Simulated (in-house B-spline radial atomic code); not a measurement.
Radial electron density of V7+, [Ne] 3s2 3p4. Level of theory: non-relativistic LC-wPBE, spin-polarised, spherical fractional occupations, exact exchange averaged over the configuration, point nucleus; calculated with an all-electron radial atomic-structure program (B-spline basis).

Columns: r (bohr), 4πr²n(r) (electrons per bohr), bar.

```
 0.00295   0.7835 #
 0.00351    1.081 ##
 0.00417     1.48 ##
 0.00497    2.026 ###
 0.00591    2.744 ####
 0.00704    3.696 ######
 0.00838    4.925 #######
 0.00998     6.49 ##########
  0.0119    8.448 #############
  0.0141    10.72 ################
  0.0168    13.45 ####################
    0.02    16.47 #########################
  0.0239     19.7 ##############################
  0.0284    22.69 ##################################
  0.0338    25.22 ######################################
  0.0402    26.86 ########################################
  0.0479     27.3 #########################################
   0.057    26.44 ########################################
  0.0679    24.53 #####################################
  0.0808    22.31 ##################################
  0.0962    20.77 ###############################
   0.114    20.82 ###############################
   0.136    22.83 ##################################
   0.162    26.09 #######################################
   0.193     28.9 ###########################################
    0.23    29.29 ############################################
   0.274    26.13 #######################################
   0.326    20.15 ##############################
   0.388     13.6 ####################
   0.462    9.016 ##############
    0.55    7.546 ###########
   0.654    8.157 ############
   0.779    8.662 #############
   0.927    7.548 ###########
     1.1    5.133 ########
    1.31    2.602 ####
    1.56   0.9616 #
    1.86    0.247 
    2.22  0.04118 
    2.64 0.004426 
    3.14 0.0002723
```

On this grid the curve has 3 maxima, near 0.0479, 0.23, 0.779 bohr.

The 3s up radial function P(r) = rR(r), positive near the nucleus:

| r (bohr) | P |
| --- | --- |
| 0.00087 | 0.02243 |
| 0.00123 | 0.03145 |
| 0.00175 | 0.04421 |
| 0.00247 | 0.06135 |
| 0.00351 | 0.08509 |
| 0.00497 | 0.1164 |
| 0.00704 | 0.157 |
| 0.00998 | 0.2072 |
| 0.0141 | 0.2644 |
| 0.02 | 0.3223 |
| 0.0284 | 0.3642 |
| 0.0402 | 0.3613 |
| 0.057 | 0.2748 |
| 0.0808 | 0.0702 |
| 0.114 | -0.2386 |
| 0.162 | -0.5557 |
| 0.23 | -0.6475 |
| 0.326 | -0.2947 |
| 0.462 | 0.4455 |
| 0.654 | 1.101 |
| 0.927 | 1.14 |
| 1.31 | 0.6351 |
| 1.86 | 0.1747 |
| 2.64 | 0.01947 |
